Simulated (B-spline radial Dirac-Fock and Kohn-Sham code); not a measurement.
These are calculated numbers from an atomic code on a B-spline grid; the model is relativistic Hartree-Fock (Dirac-Fock) wave functions, averaged over the configuration.

Question: This computed X-ray form factor belongs to an atom or ion in its tabulated ground configuration. Which?

```
sin θ/λ (Å⁻¹)      f₀
          0.2  51.945
          0.3  45.146
         0.35  42.117
          0.4  39.396
          1.1  19.032
          1.6  14.246
          1.8  12.764
            2  11.347
          3.5   5.378
```

Answer: Eu²⁺, with 61 electrons in [Xe] 4f7. f₀ tends to the number of electrons as s goes to zero, which the first rows give only roughly, and the rate of fall reflects the nuclear charge, 63.
